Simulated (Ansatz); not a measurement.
CH$_{5}$Cl$_{2}$NbO$_{3}$ (`C[O][Nb]([OH])([OH])([Cl])[Cl]`). Total charge 0; spin multiplicity 1. Correlated methods include outer-core shells of Nb, which these sets cover unevenly. Nb: def2 effective core potential.

Z-matrix (Å, degrees):
```
Nb
Cl 1 2.371
O 1 1.865 2 82.7
O 1 1.880 2 83.2 3 177.2
O 1 1.873 2 120.5 3 -91.6
Cl 1 2.305 2 125.8 3 87.8
H 1 2.505 2 118.6 3 -69.6
C 3 1.391 1 152.4 2 15.9
H 4 0.958 1 136.9 2 -8.4
H 8 1.094 3 109.5 1 103.4
H 8 1.094 3 109.7 1 -16.7
H 8 1.093 3 109.7 1 -136.9
```

Problem. Give the diagnostics of a CCSD(T)/def2-TZVPP run (frozen core, the Gaussian-basis code of Ansatz). (Estimate.)

Solution. The calculation gave: T1 = 0.0207, largest single amplitude 0.055, largest double 0.024, (T) share of the correlation energy 4.7 %, 13 CCSD cycles. The RHF solution is stable towards an unrestricted one. T1 lies over the customary mark of 0.02 for closed shells; compounds of d metals often pass it without a breakdown.
